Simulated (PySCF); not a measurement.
## Excitation energies in several basis sets

Species: C₂H₂BF₃.
SMILES: `C=C(F)B(F)F`

TDDFT with PBE0 (PySCF), vertical singlets, core orbitals frozen in the response, spherical d and f functions. Isolated species at its PBE0-D3(BJ)/def2-SVP geometry, gas phase.

```
      basis  functions  diffuse  S1 (eV)  S2 (eV)  S3 (eV)  S4 (eV)  S5 (eV)  LUMO (eV)  α (au)
     6-31G*         88       no     6.40     6.94     8.50     8.90     9.05      -1.18    31.2
   def2-SVP         94       no     6.36     6.92     8.39     8.66     9.03      -1.50    31.7
    6-31+G*        112      yes     6.23     6.95     7.22     7.97     8.28      -1.70    36.9
  def2-SVPD        145      yes     6.23     6.93     7.53     8.34     8.40      -1.77    39.5
aug-cc-pVDZ        156      yes     6.16     6.90     7.15     7.74     8.02      -1.73    40.1
  def2-TZVP        198       no     6.24     6.91     7.88     8.37     8.71      -1.65    37.5
 def2-TZVPD        249      yes     6.20     6.90     7.25     8.00     8.34      -1.70    40.4
```

Compare the sets with the largest diffuse one.

States are compared by their number. Against the largest diffuse basis here (def2-TZVPD, itself not a converged limit), sets without diffuse functions differ by up to 0.20 eV in S1 and 0.71 eV in S5; the smaller diffuse sets differ by up to 0.04 and 0.32 eV. State by state, the largest deviation of a set without diffuse functions is S1 0.20, S2 0.04, S3 1.25, S4 0.90, S5 0.71 eV. The same number needn't mean the same state in each row. Against def2-TZVPD the polarisability deviates by -23% in 6-31G*, -22% in def2-SVP, -8% in 6-31+G*, -2% in def2-SVPD, -1% in aug-cc-pVDZ, -7% in def2-TZVP. A single + in a Pople set puts diffuse functions on heavy atoms only.
